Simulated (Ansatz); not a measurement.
```yaml
atoms:
  - { symbol: S, position_ang: [-0.0244, 0.0900, -0.0909] }
  - { symbol: H, position_ang: [-0.0103, 0.0217, 1.2993] }
```

Basis set: 6-31G (spherical functions). Frozen core: 5 orbitals. Charge 0, multiplicity 2.

Computed with Ansatz (development build ahead of 0.2.0); each method stands on the lowest determinant of its kind that the runs found.

The atomization energy at this shape (free ground-state atoms in the same class of orbitals less the molecule, no zero-point energy) of doublet SH:

```json
{"method": "UHF", "atomization energy": "1.91 eV"}
```

Q: What does UHF-MP2 give?

A: 2.49 eV.

This basis has no polarisation functions and is too small for such energies, which can lie far from measured ones in either direction.
